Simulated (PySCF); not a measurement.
PySCF job for C4H4F2O2, SMILES C([C@H]1OC(F)(C1)F)=O, PBE0/pcSseg-1. Geometry: B3LYP-D3(BJ)/def2-SVP. The structure was generated by enumeration; whether it is a known compound was not checked. One conformer was computed; it need not be the lowest.

```python
import numpy as np
from pyscf import gto, scf, dft
from pyscf.prop.nmr import rks as nmr

mol = gto.M(
    atom='''
    O     3.09168018    0.24677523    0.09585236
    C     2.01408241   -0.17902409   -0.22461406
    C     0.74348968    0.64175126   -0.14381047
    C    -0.14752252    0.34871991    1.09036044
    C    -1.13912905   -0.14557086    0.03795179
    F    -1.45448798   -1.45324363    0.09085582
    F    -2.29911526    0.52689376   -0.05188172
    O    -0.29116215    0.13721703   -1.02367679
    H     1.85571748   -1.23088071   -0.58095158
    H     0.96555338    1.70440924   -0.32545322
    H     0.21113241   -0.43505366    1.77012418
    H    -0.47964122    1.23147878    1.64878296
    ''',
    basis='pcSseg-1',
    charge=0,
    spin=0,
    max_memory=1600,
    verbose=3,
)
mf = dft.RKS(mol, xc='pbe0')
mf.grids.level = 3
mf.conv_tol = 1e-10
mf.max_cycle = 100
mf.kernel()
n = nmr.NMR(mf)
n.verbose = 2
n.max_cycle_cphf = 60
sigma = n.kernel()
print('atom   isotropic/ppm   span/ppm')
for i, s in enumerate(sigma):
    w = np.linalg.eigvalsh((s + s.T) / 2)
    print(f'{mol.atom_symbol(i):2s}{i + 1:3d} {w.mean():14.3f} {w[2] - w[0]:11.3f}')
```

Log of the run:

```
converged SCF energy = -504.362152305342
atom   isotropic/ppm   span/ppm
O   1       -386.551    1425.574
C   2        -23.556     188.848
C   3        112.539      47.543
C   4        144.620      60.056
C   5         55.814      46.642
F   6        238.260     158.717
F   7        244.366     151.674
O   8        178.684     139.249
H   9         21.140       5.262
H  10         27.008       7.411
H  11         28.510       6.244
H  12         28.011       6.887
```

The run converged.

Cost: very roughly 60 core-seconds.
